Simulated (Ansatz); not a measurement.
Rb2F3. The state is a doublet with charge 0. Geometry PBE0-D4/def2-SVP.

```xyz
5

Rb   -1.9866    1.0499    1.6692
Rb    0.7366   -0.3879   -0.6170
F     0.4846    1.2253    1.2658
F     2.4840   -1.3177   -2.0877
F    -1.7186   -0.5696   -0.2302
```

In the def2 sets Rb takes a core potential; there is no spin–orbit coupling. Another isomer (doublet) lies 0.93 eV lower at PBE0-D4/def2-TZVP; other spin states weren't run for this one.

**Question.** Estimate the α-spin orbital energies around the gap (eV) in Ansatz with PBE-D4/def2-TZVP, r2SCAN-D4/def2-TZVP, PBE0-D4/def2-TZVP, r2SCAN0-D4/def2-TZVP, BHLYP-D4/def2-TZVP.

**Answer.** 
```csv
orbital,PBE-D4/def2-TZVP,r2SCAN-D4/def2-TZVP,PBE0-D4/def2-TZVP,r2SCAN0-D4/def2-TZVP,BHLYP-D4/def2-TZVP
HOMO−9,-14.40,-14.91,-16.13,-16.45,-17.59
HOMO−8,-8.53,-9.54,-12.35,-13.81,-17.05
HOMO−7,-7.45,-8.23,-10.91,-12.15,-16.46
HOMO−6,-7.39,-8.23,-10.90,-12.15,-16.44
HOMO−5,-7.37,-7.66,-8.77,-8.65,-9.03
HOMO−4,-7.29,-7.62,-8.72,-8.59,-8.99
HOMO−3,-7.05,-7.28,-8.46,-8.39,-8.97
HOMO−2,-7.02,-7.27,-8.43,-8.37,-8.95
HOMO−1,-6.96,-7.21,-8.37,-8.31,-8.88
HOMO,-6.94,-7.18,-8.36,-8.28,-8.84
LUMO,-1.48,-0.73,-0.81,-0.33,-0.25
LUMO+1,-0.36,0.15,0.06,0.31,0.07
LUMO+2,-0.20,0.20,0.17,0.41,0.49
LUMO+3,-0.05,0.34,0.32,0.53,0.57
LUMO+4,0.31,0.66,0.57,0.73,0.58
LUMO+5,0.41,0.66,0.60,0.75,0.58
β HOMO,-6.61,-6.66,-7.47,-7.49,-8.62
β LUMO,-6.44,-6.44,-6.19,-6.13,-5.41
```
